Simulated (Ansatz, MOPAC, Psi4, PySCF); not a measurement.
Species: H$_{2}$O, net charge 1, doublet state. SMILES: [OH2+]
Structure (B3LYP-D3(BJ)/def2-TZVP (Ansatz, a first-principles code) minimum search):
```
O
H 1 1.0078
H 1 1.0078 2 110.00
```
Charge +1, spin multiplicity 2.

Wanted: vertical ionisation energy to the triplet, in eV. Terms: valence correlation only; no dispersion term unless named; 6-311+G** with 5d; no spin-orbit coupling; each state is the SCF solution reached for its charge and spin; non-relativistic; UHF or UKS for open shells; six Cartesian d functions in 6-31G* and its kin unless marked 5d. CBS(X,Y): correlation extrapolated as X^-3; Hartree-Fock from the larger set. Ab initio and DFT rows: single points at B3LYP-D3(BJ) geometries (Ansatz). Semi-empirical rows: differences of heats of formation at the shared geometry for vertical values.

Coupled cluster (Ansatz) is a level with limits of its own, used here on species with T1 under 0.025 (0.045 for open shells) and stable references: CCSD(T)/CBS(aug-cc-pVTZ,aug-cc-pVQZ).

Value to compare with, CCSD(T)/CBS(aug-cc-pVTZ,aug-cc-pVQZ) (Ansatz): 26.99 eV.

```json
[
 {"level": "AM1", "program": "MOPAC", "vertical ionisation energy to the triplet (eV)": "24.77", "difference": "-2.22"},
 {"level": "PM3", "program": "MOPAC", "vertical ionisation energy to the triplet (eV)": "24.95", "difference": "-2.04"},
 {"level": "MNDO", "program": "MOPAC", "vertical ionisation energy to the triplet (eV)": "24.54", "difference": "-2.45"},
 {"level": "HF/6-31G*", "program": "Ansatz", "vertical ionisation energy to the triplet (eV)": "25.35", "difference": "-1.64"},
 {"level": "PBE/6-31G*", "program": "Ansatz", "vertical ionisation energy to the triplet (eV)": "27.18", "difference": "0.19"},
 {"level": "B3LYP/STO-3G", "program": "Ansatz", "vertical ionisation energy to the triplet (eV)": "26.77", "difference": "-0.22"},
 {"level": "B3LYP/3-21G", "program": "Ansatz", "vertical ionisation energy to the triplet (eV)": "27.04", "difference": "0.05"},
 {"level": "B3LYP/6-31G*", "program": "Ansatz", "vertical ionisation energy to the triplet (eV)": "27.24", "difference": "0.25"},
 {"level": "B3LYP/6-311+G**", "program": "Ansatz", "vertical ionisation energy to the triplet (eV)": "27.18", "difference": "0.19"},
 {"level": "M06-2X/6-31G* (5d)", "program": "PySCF", "vertical ionisation energy to the triplet (eV)": "27.01", "difference": "0.02"},
 {"level": "wB97X-D/6-31G*", "program": "Psi4", "vertical ionisation energy to the triplet (eV)": "27.09", "difference": "0.10"},
 {"level": "MP2/6-31G*", "program": "Ansatz", "vertical ionisation energy to the triplet (eV)": "26.60", "difference": "-0.39"},
 {"level": "MP2/6-311+G**", "program": "Ansatz", "vertical ionisation energy to the triplet (eV)": "26.56", "difference": "-0.43"},
 {"level": "PBE/def2-TZVPD", "program": "Ansatz", "vertical ionisation energy to the triplet (eV)": "27.15", "difference": "0.16"},
 {"level": "M06-2X/def2-TZVPD", "program": "PySCF", "vertical ionisation energy to the triplet (eV)": "26.92", "difference": "-0.07"},
 {"level": "wB97M-V/def2-TZVPD", "program": "Ansatz", "vertical ionisation energy to the triplet (eV)": "26.95", "difference": "-0.04"}
]
```

Among the 13 habitual levels, MNDO lies farthest from CCSD(T)/CBS(aug-cc-pVTZ,aug-cc-pVQZ) (Ansatz) (-2.45 eV); 6 of 13 lie above it, and their mean absolute difference is 0.78 eV, the median 0.25. One case shows no general order.

The levels are drawn from those run, B3LYP/6-31G* more often than the rest, none by its result; left out are runs that failed, that the program found above a lower state of the same kind, or whose <S^2> lies over 0.5 above the pure value.
